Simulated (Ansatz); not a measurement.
Computed with Ansatz on PBE0-D4/def2-TZVP structures; ΔE is electronic, products minus reactants. CCSD(T)/CBS is the MP2 limit (def2-TZVPP, def2-QZVPP) plus CCSD(T) − MP2 in def2-TZVPP, frozen cores. DFT in def2-TZVPP. B3LYP here is the variant with VWN-RPA as its local correlation; programs differ in this. One conformer a species, not always the lowest.

Consider the redistribution: `F[SiH](F)N[SiH](Cl)Cl` + `O[SiH](O)C#C[SiH3]` → `F[SiH](F)C#C[SiH3]` + `O[SiH](O)N[SiH](Cl)Cl`.

```
   level  ΔE (kJ/mol)
B3LYP-D4          1.0
 ωB97X-V          1.6
```

Question: What does CCSD(T)/CBS give? (An estimate is asked.)

Answer: The calculation gave: +0.7 kJ/mol. The listed levels differ from it by 0.3, 0.9 kJ/mol.

Largest T1 diagnostic among the species: 0.013.
